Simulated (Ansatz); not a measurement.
Calculated with Ansatz (gas phase, PBE0-D4/def2-TZVP geometries, no zero-point term in ΔE). CCSD(T)/CBS is the MP2 limit (def2-TZVPP, def2-QZVPP) plus CCSD(T) − MP2 in def2-TZVPP, frozen cores. This one scheme is used for every species. DFT in def2-TZVPP. Each species was taken in one conformer, which may not be the lowest.

`O[CH2][AlH][Cl]` + CH₃NH₂ → `C[NH][AlH][Cl]` + CH₃OH  (ligand exchange at the Al–C bond)

CCSD(T)/CBS gives -120.5 kJ/mol.

(1) Another level gave -120.0 kJ/mol. Which?
A. BHLYP-D4/def2-TZVPP
B. ωB97M-V/def2-TZVPP
C. PBE/def2-TZVPP
D. r2SCAN0/def2-TZVPP

Largest T1 diagnostic among the species: 0.010.

## Answers

(1) D. r2SCAN0 -120.0, BHLYP-D4 -124.8, ωB97M-V -115.9, PBE -108.1 kJ/mol.

From BLYP to BHLYP (50 % exact exchange), in def2-TZVPP and without D4, ΔE moves by −8.8 kJ/mol. Leaving LDA and LC-ωPBE aside and taking each functional with its dispersion term where it has one, the values, not all of them listed here, spread over 15.9 kJ/mol, from BHLYP-D4 to PBE-D4.
